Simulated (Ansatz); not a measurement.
Question: Name a neutral molecule of Ga, N, O, Si and H with HOMO energy (PBE/def2-TZVPP) between -5.95 and -5.65 eV and size of the dipole moment (ωB97M-V/def2-TZVPP) between 2.20 and 2.50 D (Ansatz, PBE0-D4/def2-TZVP geometry).

Answer: `[NH2][Ga]([NH2])[O][SiH3]` (-5.84 eV, 2.29 D). Other molecules can fit too; these were computed, each in one conformer that needn't be the lowest.
